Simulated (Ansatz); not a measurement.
C2H7FSi2 can be A, `F[SiH]1CC[SiH2]1`, or B, `F[SiH2]/C=C/[SiH3]`.

Program: Ansatz. Geometries: PBE0-D4/def2-TZVP. ΔE: electronic, gas phase. CCSD(T)/CBS adds triple-zeta CCSD(T) − MP2 to the extrapolated MP2 energy (def2 sets, frozen cores). DFT in def2-TZVPP. B3LYP here is the variant with VWN-RPA as its local correlation; programs differ in this. One conformer a species, not always the lowest.

A:

```xyz
12

F    -0.102   -2.444    0.798
Si    0.705   -1.054    0.738
C    -0.435    0.424    1.026
C    -0.876    0.680   -0.443
Si    0.650   -0.022   -1.353
H     1.878   -1.222    1.636
H    -1.260    0.314    1.735
H     0.188    1.253    1.383
H    -1.740    0.055   -0.688
H    -1.151    1.715   -0.654
H     1.714    1.007   -1.522
H     0.430   -0.707   -2.656
```

B:

Z-matrix (Å, degrees):
```
Si
C 1 1.852
F 1 1.602 2 108.1
H 1 1.484 2 111.5 3 118.6
H 1 1.484 2 111.5 3 -118.6
C 2 1.338 1 123.0 3 0.1
H 2 1.092 1 118.2 3 -179.9
Si 6 1.865 2 123.7 1 180.0
H 6 1.091 2 118.1 1 -0.0
H 8 1.486 6 108.7 2 0.1
H 8 1.488 6 110.5 2 -120.3
H 8 1.488 6 110.5 2 120.4
```

Q: Which isomer does CCSD(T)/CBS put lower? Give the gap. (An estimate is asked.)

A: The calculation gave: A, by 5.7 kcal/mol.

Q: Give E(B) − E(A) in kcal/mol with PBE-D4, ωB97M-V, B3LYP-D4, B3LYP, CCSD(T)/def2-SVP, MP2/def2-TZVPP, CCSD(T)/def2-TZVPP. (Estimate.)

A: Computed: PBE-D4 11.4, ωB97M-V 6.9, B3LYP-D4 3.7, B3LYP 2.6, CCSD(T)/def2-SVP 3.2, MP2/def2-TZVPP 6.5, CCSD(T)/def2-TZVPP 5.0. None reverses the order clearly.

Q: Does the order hold for the free energy at 298.15 K (harmonic terms from PBE0-D4)? (An estimate is asked.)

A: The calculation gave: Yes: G(B) − G(A) = +0.9 kcal/mol, for one conformer each.

Largest T1 diagnostic: 0.012.

In def2-TZVPP, CCSD(T) changes the Hartree–Fock value by +8.7 kcal/mol (the triples alone add +0.5 kcal/mol) and MP2 by +10.1 kcal/mol. Leaving LDA and LC-ωPBE aside and taking each functional with its dispersion term where it has one, the values, not all of them listed here, spread over 9.7 kcal/mol, from BLYP-D4 to PBE0-D4. LDA lies +5.7 kcal/mol from PBE without D4.
